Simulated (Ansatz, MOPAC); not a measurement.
Molecule: SiAsH4 (charge -1, singlet). SMILES: [AsH-][SiH3]

Atoms: Si1, As2, H3, H4, H5, H6. Bonds: Si1-As2, Si1-H3, Si1-H4, Si1-H5, As2-H6.

Bond lengths (Å) and angles (degrees) optimised at AM1 with MOPAC; HF/STO-3G with Ansatz (a program for electronic structure); HF/3-21G with Ansatz, each started from the B3LYP-D3(BJ)/def2-TZVP structure (Ansatz) of the last column. A row stands for all coordinates that are equal there; 7 of 9 kinds are shown. No wavenumbers were computed at HF/STO-3G, so these may be saddle points.

```tsv
coordinate	AM1	HF/STO-3G	HF/3-21G	B3LYP-D3(BJ)/def2-TZVP
Si1-As2	2.457	2.254	2.409	2.301
Si1-H3	1.468	1.434	1.512	1.505
Si1-H4	1.470	1.439	1.516	1.513
As2-H6	1.541	1.453	1.549	1.542
As2-Si1-H3	109.3	113.5	109.7	109.3
As2-Si1-H4	112.9	118.5	118.9	119.9
Si1-As2-H6	92.8	91.7	92.9	91.7
```

Mean signed difference of all 5 bond lengths from B3LYP-D3(BJ)/def2-TZVP: AM1 0.007 Å, HF/STO-3G -0.071 Å, HF/3-21G 0.026 Å.
